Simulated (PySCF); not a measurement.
# Spinor energies of Rh⁴⁺ (rhodium, charge +4)

Start: [Kr] 4d5; 4d3/2 filled at m_j = -3/2, -1/2, +1/2, +3/2; 4d5/2 filled at m_j = +5/2. Calculated with PySCF 2.14 in x2c-TZVPPall-2c (8s9p7d2f1g, 93 functions): generalised Hartree-Fock with the X2C-1e Hamiltonian and a Gaussian nucleus; one run each with spin-orbit coupling (SO) switched off, then screened by Boettger's factors.

| spinor shell | electrons | ε, spin-free (eV) | ε, screened SO (eV) | weight of nominal j (screened SO) | rms radius, screened SO (bohr) |
| --- | --- | --- | --- | --- | --- |
| 1s1/2 | 2 | -23396.8 | -23395.3 | 1.000 | 0.0374 |
| 2s1/2 | 2 | -3520.9 | -3520.4 | 1.000 | 0.154 |
| 2p1/2 | 2 | -3154.3 | -3254.3 | 1.000 | 0.134 |
| 2p3/2 | 4 | -3154.3 | -3107.8 | 1.000 | 0.138 |
| 3s1/2 | 2 | -709.13 | -709.01 | 1.000 | 0.415 |
| 3p1/2 | 2 | -585.49 | -603.36 | 1.000 | 0.411 |
| 3p3/2 | 4 | -585.49 | -577.14 | 1.000 | 0.422 |
| 3d3/2 | 4 | -388.00 | -391.28 | 0.955 | 0.401 |
| 3d5/2 | 6 | -388.00 | -385.70 | 0.970 | 0.404 |
| 4s1/2 | 2 | -153.52 | -153.49 | 1.000 | 1.03 |
| 4p1/2 | 2 | -114.93 | -122.27 | 0.674 | 1.12 |
| 4p3/2 | 4 | -114.93 | -111.35 | 0.837 | 1.13 |
| 4d3/2 | 4 | -64.579 | -64.630 | 0.545 | 1.39 |
| 4d5/2 | 1 | -64.579 | -64.318 | 1.000 | 1.40 |

```json
{"quantity": "E (hartree)", "spin-free": "-4777.34738", "screened SO": "-4778.09150"}
{"quantity": "M_J", "spin-free": "5/2", "screened SO": "5/2"}
{"quantity": "⟨J²⟩", "spin-free": "8.750", "screened SO": "8.751"}
{"quantity": "⟨L²⟩", "spin-free": "0.000", "screened SO": "0.031"}
{"quantity": "⟨S²⟩", "spin-free": "8.750", "screened SO": "8.711"}
```

Each row is a mean over spinors that exchange with the open shell spreads, by up to 12.263 eV (4p3/2).

Rows whose weight is well below 1 are mixtures of j = l ± 1/2: exchange outweighs spin-orbit coupling there, and the label is only the starting occupation.

Breit and QED terms are absent; they matter most for the inner s and p1/2 levels.

Densities and radii are taken from the X2C orbitals without a picture-change correction, which distorts them close to the nucleus.

Without spin-orbit coupling the j labels of p, d and f shells carry no meaning; the spin-free column gives the mean over the occupied spinors of each nl shell.
